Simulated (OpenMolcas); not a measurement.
## Ni2+: ligand-field states by method

Ni2+ with 6 ligands (ammonia) in octahedral coordination (S6) at 2.11 Å. Ligand basis ANO-RCC-VDZP.

```json
{
 "Program": "OpenMolcas 26.06",
 "Basis": "ANO-RCC-VTZP [6s5p3d2f1g]",
 "Scalar Hamiltonian": "DKH2, point nucleus",
 "Active space": "8 electrons in 5 orbitals (3d)",
 "State averaging": "2S+1 = 3 even, 10 roots; 2S+1 = 1 even, 15 roots",
 "Spin-orbit coupling": "RASSI with atomic mean-field integrals over the reference wave functions"
}
```

I. CASSCF
II. SS-CASPT2, IPEA 0.25 Eh, imaginary shift 0.1 Eh (closed shells correlated: 3s 3p and the ligand valence shells)

Spin-free states in cm-1, each column counted from its own energy of the first state listed:

| State | Degeneracy | I | II |
| --- | --- | --- | --- |
| 2S+1 = 3 | 1 | 0 | 0 |
| 2S+1 = 3 | 1 | 9406 | 11250 |
| 2S+1 = 3 | 2 | 9443 | 11520 |
| 2S+1 = 3 | 1 | 15986 | 20560 |
| 2S+1 = 3 | 2 | 16012 | 20220 |
| 2S+1 = 1 | 2 | 18573 | 13070 |
| 2S+1 = 1 | 1 | 27187 | 24760 |
| 2S+1 = 1 | 2 | 27220 | 25040 |
| 2S+1 = 1 | 1 | 29932 | 23810 |
| 2S+1 = 3 | 1 | 31197 | 31470 |
| 2S+1 = 3 | 2 | 31278 | 31160 |
| 2S+1 = 1 | 1 | 33672 | 30700 |
| 2S+1 = 1 | 2 | 33701 | 31030 |
| 2S+1 = 1 | 2 | 40391 | 42640 |
| 2S+1 = 1 | 2 | 41011 | 42840 |
| 2S+1 = 1 | 1 | 41074 | 42950 |
| 2S+1 = 1 | 1 | 73221 | 64900 |

From I to II, I's first state of the same spin (2S+1 = 3) moves from 9406 to 11250 cm-1, by about +1800 cm-1.

From I to II, I's first state of another spin (2S+1 = 1) moves from 18573 to 13070 cm-1, by about -5500 cm-1.

χT at 300 K: I 1.31, II 1.26 cm3 K/mol.

Roots that are degenerate in the reference are averaged as groups; the widest CASPT2 spread within a group is 61 cm-1 (the 2-fold group of multiplicity 1 near 31000 cm-1 above the lowest state of its run, II). Shifts and gaps below about the spread of the groups concerned are not significant. Over all roots computed the reference weight is 0.68 to 0.69 in II; a low but even weight reflects the number of correlated electrons. Ligand-to-metal charge-transfer states are missing. Without dynamic correlation the repulsion within the d shell is too large (B by tens of per cent), so at a given field states of lower spin stand too high (holds for I). With no ligand orbital active B as a rule stays too high, so bands that hang on it stand too high and its fall with covalency is understated (holds for I). With metal d orbitals alone and no dynamic correlation the field as a rule comes out too small, by tens of per cent, by up to half for chloride and softer ligands, and the orbital part of g and χT, which goes as 1/10Dq, too large (holds for I). A single d shell leaves out the double-shell effect, which counts most for late 3d ions, where the CASPT2 field can be off either way by tens of per cent (holds for II). For late 3d ions with one d shell CASPT2 can put B and the spin-flip bands somewhat low as well as high (holds for II). With one d shell and no ligand orbital active, 10Dq can be off by tens of per cent for divalent 3d ions, low with halides held by bare charges and at times high in hosts, and the orbital part of g and χT goes as 1/10Dq (holds for II). Free-ion shares, where given, are those of the reference states; single-state CASPT2 does not remix them (holds for II). No measured value stands beside these numbers; the geometry was imposed, not optimised, and the real ion may take another.

A state without a sure symmetry label is named by its multiplicity alone.
